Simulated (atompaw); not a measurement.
**Plane-wave convergence, PAW (atompaw) potential for B**

atompaw 4.2.0.5 input, output lines left out:

```
B 5
GGA-PBESOL scalarrelativistic loggrid 1500 logderivrange -3 5 201
2 2 0 0 0 0
2 1 1
0 0 0
c
v
v
1
3.00 2.30 2.75 1.60
y
4.4
n
y
0.15
n
custom rrkj vanderbiltortho besselshape
bessel
3.00
3.00
3.00
3.00
```

The pseudo-atom Hamiltonian at the reference potential is diagonalised in spherical Bessel functions j_l(qr) that vanish at 20 bohr, with q² up to the cutoff. All-electron valence levels (Ry): 2s -0.6880, 2p -0.2613.

**Question.** How do the lowest levels (Ry) of each channel move with the cutoff, and are there ghosts?

**Answer.**

```
cutoff (Ry)     s #1     p #1    p #2    d #1    f #1    f #2  Σ f·Δε (mRy)
          8  -0.6880  -0.2611  0.0307  0.0670  0.1130  0.2452           0.3
         10  -0.6880  -0.2612  0.0307  0.0670  0.1130  0.2452           0.1
         12  -0.6880  -0.2612  0.0307  0.0670  0.1130  0.2452           0.1
        400  -0.6880  -0.2613  0.0307  0.0670  0.1130  0.2452           0.0
```

Result: no extra level below or beside the all-electron valence levels (s, p, d, f tested); 10 mRy is reached at 6 Ry and 1 mRy at 8 Ry.
